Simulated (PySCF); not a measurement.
Computed shifts of a molecule CH₆N₂Si₂, PBE0/pcSseg-1 (PySCF), GIAO, gas phase, equivalent atoms averaged, in ppm (number of nuclei): ¹⁵N: 543.7 (1), 30.9 (1). ²⁹Si: 11.5 (1), -13.9 (1). ¹³C: 232.1 (1). ¹H: 10.65 (1), 6.07 (1), 5.74 (1), 5.54 (1), 1.68 (1), 1.30 (1). References: ¹⁵N against NH3 (σ = 267.4 ppm); ²⁹Si against TMS (σ = 352.7 ppm); ¹³C against TMS (σ = 186.3 ppm); ¹H against TMS (σ = 31.56 ppm), references at their B3LYP-D3(BJ)/def2-TZVP geometries, non-relativistic. Coordinates come from a B3LYP-D3(BJ)/def2-SVP optimisation. One conformer was computed; it need not be the lowest.

Identify the compound among the candidates.
A. C1=N[SiH2]N[SiH2]1
B. N[Si@H]1C=N[SiH2]1
C. N[Si@H]1N=C[SiH2]1

B, N[Si@H]1C=N[SiH2]1
